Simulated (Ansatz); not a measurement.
Geometry optimisation, Ansatz 0.2.0, RKS B3LYP-D4/6-31G*.

Input file:

```yaml
crystal:
  periodic: [false, false, false]
  atoms:
    - { symbol: O, position_ang: [-1.9435, 0.0267, 0.2748] }
    - { symbol: Al, position_ang: [-0.2604, -0.4973, 0.0797] }
    - { symbol: S, position_ang: [0.49167, -1.00466, -1.96694] }
    - { symbol: S, position_ang: [1.16979, -0.69853, 1.86297] }
    - { symbol: H, position_ang: [-1.9408, 1.0476, 0.1386] }
    - { symbol: H, position_ang: [0.14401, -2.38506, -1.83407] }
    - { symbol: H, position_ang: [0.78263, -2.00894, 2.08541] }
basis:
  gaussian: { orbitals: "6-31G*" }
hamiltonian:
  xc: b3lyp
  dispersion: d4
relax:
  f_tol: 0.015
  max_steps: 40
```

Command:

```bash
$ ansatz run input.yaml --threads 1 --pin off --max-ram 2048MiB --backend cpu --events-out ev --progress --plain --runs-dir out
```

Question: Where does it end, and by what steps?

Answer: The forces met the threshold. After 18 steps the energy has fallen by 0.874 eV; H6 moved furthest, 1.62 Å.

| step | energy less start (eV) | largest force component (eV/Å) | accepted |
| --- | --- | --- | --- |
| 0 | 0.0000 | 2.238 | yes |
| 1 | -0.1739 | 1.611 | yes |
| 2 | -0.3237 | 0.891 | yes |
| 3 | -0.4163 | 0.878 | yes |
| 4 | -0.5080 | 0.378 | yes |
| 5 | -0.5768 | 0.279 | yes |
| 6 | -0.6387 | 0.714 | yes |
| 7 | -0.7299 | 0.406 | yes |
| 8 | -0.7725 | 0.329 | yes |
| 9 | -0.8051 | 0.636 | yes |
| 10 | -0.8608 | 0.097 | yes |
| 11 | -0.8604 | 0.191 | no |
| 12 | -0.8691 | 0.054 | yes |
| 13 | -0.8730 | 0.019 | yes |
| 14 | -0.8732 | 0.032 | yes |
| 15 | -0.8741 | 0.021 | yes |
| 16 | -0.8727 | 0.215 | no |
| 17 | -0.8741 | 0.030 | yes |
| 18 | -0.8744 | 0.003 | yes |

```xyz
7
Properties=species:S:1:pos:R:3
O -1.497 -0.177 0.507
Al 0.010 -0.887 0.137
S 0.691 -1.416 -1.884
S 1.355 -1.297 1.809
H -2.161 0.070 -0.146
H -0.449 -1.029 -2.501
H 0.495 -0.784 2.718
```

Time of the run: 62 s on 1 thread of Arm Neoverse V2, on a shared host, peak memory 0.15 GiB.
